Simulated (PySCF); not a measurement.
B⁻ (boron, charge -1) across methods

[He] 2s2 2p2, high-spin 3P determinant. Computed with PySCF 2.14 in aug-cc-pVTZ, with no relativity, point nucleus.

```csv
method,E (hartree),mean ε 2s α (eV),mean ε 2s β (eV),mean ε 2p α (eV),Σ⟨r²⟩ (bohr²),⟨S²⟩
r2SCAN,-24.6580,-3.762,-1.877,1.729,43.46,2.007
UHF,-24.52095,-8.488,-4.552,-0.768,38.58,2.009
M06-L,-24.6612,-3.755,-1.841,1.924,43.55,2.008
wB97X,-24.6600,-7.137,-4.719,-0.492,38.95,2.007
B97-3,-24.6647,-4.782,-2.831,1.267,42.29,2.007
LDA,-24.3813,-3.437,-2.004,1.777,46.31,2.003
PBE0,-24.6355,-4.744,-2.831,1.204,42.67,2.004
wB97X-V,-24.6620,-7.155,-5.020,-0.495,39.96,2.003
```

Task: Estimate the same row for PBE.

Result: E (hartree) = -24.6324; mean ε 2s α (eV) = -3.421; mean ε 2s β (eV) = -1.983; mean ε 2p α (eV) = 1.846; Σ⟨r²⟩ (bohr²) = 45.93; ⟨S²⟩ = 2.003.

The highest occupied level is positive at r2SCAN, M06-L, PBE, B97-3, LDA, PBE0: only the finite basis holds that electron, which in a density functional comes from self-interaction.
